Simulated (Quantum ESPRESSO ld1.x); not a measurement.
Task: Species: neutral technetium. Configuration: [Kr] 4d5 5s2. Calculated with ld1.x of Quantum ESPRESSO 7.5: scalar-relativistic Kohn-Sham, exchange-only LDA, spin-polarised, spherical densities, point nucleus; open shells are filled with parallel spins first. Some entries of the table are withheld. Estimate them.

| orbital | occ. | eigenvalue (hartree) | <1/r> (bohr^-1) |
|---|---|---|---|
| 1s up | 1 | -765.759 | 44.66 |
| 1s down | 1 | -765.759 | 44.66 |
| 2s up | 1 | -109.217 | 10.07 |
| 2s down | 1 | -109.194 | 10.07 |
| 2p up | 3 | -97.8070 | 9.788 |
| 2p down | 3 | -97.7894 | 9.789 |
| 3s up | 1 | -18.9474 | 3.473 |
| 3s down | 1 | -18.9306 | 3.474 |
| 3p up | 3 | -15.2045 | 3.308 |
| 3p down | 3 | -15.1862 | 3.308 |
| 3d up | 5 | -9.12894 | 3.079 |
| 3d down | 5 | -9.10440 | 3.081 |
| 4s up | 1 | -2.69383 | 1.291 |
| 4s down | 1 | -2.56585 | 1.303 |
| 4p up | 3 | -1.67069 | (1) |
| 4p down | 3 | -1.53252 | (2) |
| 4d up | 5 | (3) | 0.7903 |
| 5s up | 1 | -0.18686 | 0.4051 |
| 5s down | 1 | -0.12230 | 0.3465 |
| 4d down | 0 | (4) | 0.7563 |
| 5p up | 0 | -0.04080 | 0.2820 |
| 5p down | 0 | -0.02131 | 0.2141 |

Result: 
(1) 4p up <1/r> (bohr^-1): 1.147
(2) 4p down <1/r> (bohr^-1): 1.158
(3) 4d up eigenvalue (hartree): -0.25955
(4) 4d down eigenvalue (hartree): -0.11972
